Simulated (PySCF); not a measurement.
**Vertical excitation energies**

Compound: C3H7AlN2O.
Cartesian coordinates in Å at the GFN2-xTB level; atoms count from 1:
```
atom  x, y, z in Å
N1    -1.4616    0.3006    0.3993
C2    -1.5169   -0.9867    0.0499
O3    -2.3491   -1.7774    0.4042
C4    -0.4010   -1.4292   -0.9615
C5     0.8182   -0.7911   -0.6482
N6     1.7498   -0.2016   -0.3154
Al7    1.8184    1.5788    0.5899
H8    -0.7061    0.9291    0.1509
H9    -2.1334    0.6295    1.0760
H10   -0.7296   -1.1455   -1.9650
H11   -0.3131   -2.5170   -0.9102
H12    1.1706    1.1095    1.9474
H13    0.7502    2.2835   -0.3700
H14    3.3030    2.0170    0.5206
```

Method used: PySCF, TDDFT B3LYP/def2-SVPD, vertical, gas phase, core orbitals frozen in the response.

```csv
state,E (eV),ν̃ (cm⁻¹),f,|μ| (D),"main configurations (H = HOMO, L = LUMO)"
S1,4.61,37190,0.0072,0.64,H→L (96%)
S2,4.82,38840,0.0046,0.50,H-1→L (96%)
S3,5.22,42070,0.038,1.38,H→L+1 (95%)
S4,5.30,42780,0.0037,0.43,H-1→L+1 (98%)
S5,5.54,44710,0.038,1.35,"H-2→L (86%), H-2→L+2 (8%)"
S6,5.79,46670,0.0042,0.44,"H-3→L (84%), H-2→L+1 (8%)"
S7,5.81,46830,0.0007,0.18,"H-2→L+1 (51%), H-2→L+2 (21%), H-3→L (14%)"
S8,6.11,49270,0.0060,0.51,"H→L+2 (75%), H-2→L+1 (17%)"
```

Triplets, Tamm–Dancoff:

```tsv
state	E (eV)	λ (nm)	main configurations (H = HOMO, L = LUMO)
T1	4.46	277.8	H→L (93%)
T2	4.66	266.1	H-1→L (89%)
T3	4.91	252.3	H→L+1 (84%)
```

The lowest singlet comes at 269 nm (445 kJ/mol) in the ultraviolet; it is weak; its leading configuration is HOMO→LUMO (96%). The largest oscillator strength of a single state is 0.038. Löwdin shares by element: HOMO hydrogen 55% or more, aluminium 35%; LUMO carbon 44% or more, nitrogen 33% or more, aluminium 6% (atoms not listed hold the other 17%). The oscillator strengths of these states sum to 0.103; summed over the whole spectrum of an exact calculation they would give the number of electrons, 60 (Thomas–Reiche–Kuhn). Of the 8 states listed, 2 reach f = 0.01 and none stays under 0.0005. Orbital energies (eV): HOMO-3 -8.69, HOMO-2 -8.40, HOMO-1 -7.67, HOMO -7.50, LUMO -1.97, LUMO+1 -1.49, LUMO+2 -0.63. Singlets were solved by full linear response, triplets in the Tamm–Dancoff approximation.

One conformer stands for the species.
